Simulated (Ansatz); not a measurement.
AlFH$_{3}$NO (`[NH2][Al]([OH])[F]`). Charge 0, multiplicity 1.

```xyz
7

N     0.171   -1.191    0.195
Al    0.376    0.536   -0.037
O    -0.876    1.625   -0.336
F     1.898    1.152    0.040
H     0.932   -1.825    0.372
H    -0.704   -1.687    0.172
H    -1.798    1.391   -0.404
```

Problem. List the harmonic frequencies (cm⁻¹, unscaled) at PBE0-D4/def2-TZVP in Ansatz. (An estimate is asked.)

Solution. Ansatz gave: 206, 243, 250, 287, 355, 369, 584, 672, 696, 914, 949, 1567, 3623, 3713, 3983.

Problem. Is this a minimum?

Solution. Yes, all 15 modes are real.

Problem. Give the ideal-gas thermochemistry at 298.15 K and 1 bar (rigid rotor, harmonic oscillator; point group Cs, symmetry number 1).

Solution. Zero-point energy 110.1 kJ/mol; H(298) − E = 128.4 kJ/mol; entropy 314.0 J/(mol·K), of which translation 163.4, rotation 105.9, vibration 44.8; G(298) − E = 34.8 kJ/mol.

Problem. And at 400, 500, 600, 800 and 1000 K?

Solution. 
| T (K) | H − E (kJ/mol) | S (J/mol/K) | G − E (kJ/mol) |
| --- | --- | --- | --- |
| 400 | 138.3 | 342.6 | 1.3 |
| 500 | 149.0 | 366.4 | -34.2 |
| 600 | 160.3 | 387.1 | -71.9 |
| 800 | 184.3 | 421.5 | -152.9 |
| 1000 | 209.5 | 449.6 | -240.1 |

Problem. Rotational constants (cm⁻¹)?

Solution. 0.2205, 0.2074, 0.1069.
